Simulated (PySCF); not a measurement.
## Atomic charges by several schemes

C₃H₉ClOSi₂.
Geometry (GFN2-xTB, Å), atoms numbered from 1 in this order:
```xyz
16
C3H9ClOSi2 angstrom
C     -3.195    0.756    0.498
C     -2.059    0.571   -0.159
Si    -1.046   -1.024   -0.172
Cl    -2.095   -2.423    0.877
Si     1.019   -0.826    0.818
O      1.679    0.234   -0.219
C      2.966    0.770   -0.190
H     -3.727    1.695    0.491
H     -3.647   -0.037    1.073
H     -1.648    1.404   -0.718
H     -1.070   -1.514   -1.561
H      1.835   -2.051    0.889
H      1.060   -0.295    2.193
H      3.065    1.465   -1.025
H      3.142    1.303    0.747
H      3.714   -0.020   -0.286
```

Density: PBE0/pcSseg-1 (PySCF); schemes: Mulliken, IAO, Hirshfeld and ESP-fitted. One conformer (not necessarily the lowest) at the GFN2-xTB geometry, without solvent, vibrations or thermal averaging.

Problem. What partial charge does each atom carry?

Solution. In e; atoms taken as equivalent share a row and are averaged (×n: the atom named and its like, n in all):

```
       atom             environment  Mulliken     IAO  Hirshfeld  ESP-fitted
         C1    terminal =CH2 carbon    -0.149  -0.272     -0.083      -0.336
         C2        alkene CH carbon    -0.487  -0.424     -0.142      -0.176
        Si3  chlorine-bound silicon    +0.547  +0.655     +0.279      +0.151
        Cl4  silicon-bound chlorine    -0.342  -0.332     -0.129      -0.179
        Si5    oxygen-bound silicon    +0.618  +0.723     +0.306      +0.413
         O6      silyl ether oxygen    -0.651  -0.647     -0.229      -0.280
         C7          methoxy carbon    -0.002  -0.198     -0.031      -0.248
         H8        vinylic hydrogen    +0.123  +0.153     +0.052      +0.162
         H9        vinylic hydrogen    +0.128  +0.151     +0.035      +0.173
        H10        vinylic hydrogen    +0.136  +0.158     +0.045      +0.142
        H11           Si–H hydrogen    -0.039  -0.105     -0.073      -0.016
        H12           Si–H hydrogen    -0.101  -0.141     -0.085      -0.096
        H13           Si–H hydrogen    -0.099  -0.138     -0.083      -0.089
H14/H15/H16         methyl hydrogen    +0.107  +0.139     +0.046      +0.126
```

Mean size of the charges over all atoms: IAO 0.282 e, Mulliken 0.234 e, ESP-fitted 0.177 e, Hirshfeld 0.107 e. Each set sums to the total charge, 0, to within 0.001 e. The IAO scheme projects the occupied orbitals on a minimal set of polarised atomic orbitals and counts the electrons in each atom's part of it.

Lowest charge. The schemes don't all agree: Mulliken O6 (-0.651); IAO O6 (-0.647); Hirshfeld O6 (-0.229); ESP-fitted C1 (-0.336).

Highest charge. All schemes agree: Mulliken Si5 (+0.618); IAO Si5 (+0.723); Hirshfeld Si5 (+0.306); ESP-fitted Si5 (+0.413).

Problem. How closely do the schemes follow one another over all atoms?

Solution. Correlation coefficient and root-mean-square difference: IAO with Hirshfeld 0.99, 0.216 e; Mulliken with IAO 0.98, 0.076 e; Mulliken with Hirshfeld 0.97, 0.186 e; IAO with ESP-fitted 0.89, 0.192 e; Hirshfeld with ESP-fitted 0.84, 0.114 e; Mulliken with ESP-fitted 0.83, 0.187 e.

Problem. How many electrons does the Mulliken scheme count on Si3?

Solution. Z − q = 14 − (+0.547) = 13.453.
